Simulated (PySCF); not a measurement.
Computed shifts of a molecule C₃H₆O₂Si, PBE0/pcSseg-1 run with PySCF, GIAO, gas phase, atoms alike by connectivity averaged where their shifts nearly agree, in ppm (number of nuclei): ¹³C: 184.7 (1), 153.5 (1), 113.2 (1). ²⁹Si: -81.3 (1). ¹H: 6.98 (1), 6.60 (1), 5.29 (1), 4.41 (3). References: ¹³C against TMS (σ = 186.3 ppm); ¹⁷O against H2O (σ = 334.2 ppm); ²⁹Si against TMS (σ = 352.7 ppm); ¹H against TMS (σ = 31.56 ppm), references at their B3LYP-D3(BJ)/def2-TZVP geometries, non-relativistic. The structure is a stationary point at PBE0-D3(BJ)/def2-SVP. Other conformers were not sampled.

Question: Which structure fits?
A. C[C@H]1OC(=O)[SiH2]1
B. C=COC(=O)[SiH3]
C. [SiH3]OC1=CCO1
D. O=C1OCC[SiH2]1

Answer: B, C=COC(=O)[SiH3]
